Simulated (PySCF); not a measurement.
Ligand exchange on a metal centre used in film growth or etching (Cd CH3-Br). Isolated molecules, 0 K electronic values unless said otherwise. One relaxed conformer stands for each flexible species; it need not be the lowest.

The charge on the central atom (Mulliken) from two functionals at the same geometries (PBE-D3(BJ)/def2-SVP), both in PySCF: PBE-D3(BJ)/def2-TZVP and TPSSh-D3(BJ)/def2-TZVP. 

```csv
species,PBE-D3(BJ)/def2-TZVP (e),TPSSh-D3(BJ)/def2-TZVP (e)
0 of 2 CH3 replaced by Br ([Cd(CH3)2]),0.58,0.61
1 of 2 CH3 replaced by Br ([Cd(CH3)(Br)]),0.59,0.64
2 of 2 CH3 replaced by Br ([Cd(Br)2]),0.66,0.73
```

Over these rows, drawn at random from the members with no instability flagged (it was tested for open shells, ions and some series alone), PBE minus TPSSh-D3(BJ): mean -0.06 e, from -0.08 e to -0.04 e.
